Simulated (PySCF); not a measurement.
## Orbital energies and ionisation energy

C3H10GeSi2.
Cartesian coordinates in Å at the PBE0-D3(BJ)/def2-SVP level; atoms count from 1:
```xyz
16
C3H10GeSi2 angstrom
C      2.976    1.478   -0.375
C      2.113    0.316   -0.272
C      1.396   -0.666   -0.184
Ge     0.134   -2.076   -0.056
Si    -2.001   -1.059   -0.375
Si    -2.115    0.834    1.002
H      3.822    1.407    0.326
H      2.422    2.402   -0.144
H      3.386    1.576   -1.392
H      0.454   -3.150   -1.112
H      0.234   -2.706    1.346
H     -2.151   -0.655   -1.809
H     -3.096   -2.023   -0.035
H     -3.431    1.530    0.854
H     -1.946    0.423    2.430
H     -1.020    1.784    0.638
```

Level: CAM-B3LYP/def2-SVPD (PySCF). Frontier orbitals with their largest atomic shares (Löwdin; up to four atoms above 4 %):

```tsv
orbital	ε (eV)	main atoms
HOMO−3	-10.19	Si5 24 %, Ge4 17 %, C3 12 %, Si6 11 %
HOMO−2	-9.46	Si5 25 %, Si6 25 %, C3 12 %, C2 10 %
HOMO−1	-8.92	C3 38 %, C2 36 %, C1 7 %, Ge4 7 %
HOMO	-8.55	?
LUMO	0.73	Ge4 27 %, Si5 14 %, Si6 14 %, H10 11 %
LUMO+1	0.94	Si6 23 %, Si5 19 %, Ge4 9 %, C2 7 %
LUMO+2	1.03	Ge4 22 %, Si5 21 %, Si6 14 %, H13 9 %
```

What vertical ionisation energy does ΔSCF give, and how far is −ε(HOMO) from it?

ΔSCF: 9.18 eV (886 kJ/mol; threshold wavelength 135 nm); ⟨S²⟩ of the doublet left behind is 0.761, against 0.75 for a pure doublet. −ε(HOMO) is 8.55 eV, 0.63 eV below it. For the exact functional −ε(HOMO) would equal the first vertical ionisation energy; CAM-B3LYP (range-separated hybrid) falls short of its own ΔSCF value by 7 %. Holes in the HOMO−1 and HOMO−2 were tried too where these lie within 1.2 eV of the HOMO; the lowest converged state counts.

On which atoms does the HOMO lie?

C3 (alkyne carbon) 24 %, C2 (alkyne carbon) 24 %, Si5 (SiH2 silicon) 15 %, Ge4 (germanium bonded to C, Si and 2 H) 14 %, so no atom holds as much as 40 %. The HOMO−1 lies 0.37 eV lower.

What total energies stand behind the ΔSCF value?

E(N) = -2775.78882 Eh and E(N − 1) = -2775.45147 Eh at the same geometry, 0.33735 Eh apart.

What kinetic energy would electrons from this vertical process carry with He II light (40.814 eV)?

40.81 − 9.18 = 31.63 eV.

Geometry: PBE0-D3(BJ)/def2-SVP, one conformer, isolated molecule. The calculation is non-relativistic, for germanium too.
